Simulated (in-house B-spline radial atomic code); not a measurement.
Co⁴⁺. Computed with a B-spline radial atomic code. Model: all-electron spherical atom, spin shells full or empty, radial basis limit, no spin-orbit coupling, Breit or QED, empty-state partial waves extrapolated as (l+1/2)^-4, RPA, G0W0 and static COHSEX of the highest shell as one setting changes (uncorrelated shells keep exact exchange).

Given: element Co; charge 4; filled core Ar; hamiltonian one-electron scalar X2C; mean-field start HSE06; highest l of empty states 9; nuclear rms radius 3.7875 fm; highest mean-field shell 3d up.

Shell: 3d 5 0 (electrons up and down).

```csv
lowest nl shells left uncorrelated,RPA correlation energy (hartree),G0W0 level (eV),G0W0 minus most complete (meV),COHSEX level (eV),linearised minus solved G0W0 (meV)
0,-1.5493,-79.767,0,-83.701,-31.1
1,-1.4041,-79.766,0.5,-83.7,-31.1
2,?,?,?,?,?
3,-0.7856,-79.629,138.1,-83.621,-30.1
4,?,?,?,?,?
5,-0.15251,-80.125,-358.6,-82.502,-38.4
```

Problem. What follows for lowest nl shells left uncorrelated = 4?

Solution. RPA correlation energy -0.62039 hartree; G0W0 level -79.707 eV; G0W0 minus most complete 59.8 meV; COHSEX level -83.449 eV; linearised minus solved G0W0 -31.3 meV.

Problem. What follows for lowest nl shells left uncorrelated = 2?

Solution. RPA correlation energy -1.2389 hartree; G0W0 level -79.736 eV; G0W0 minus most complete 31 meV; COHSEX level -83.662 eV; linearised minus solved G0W0 -30.8 meV.
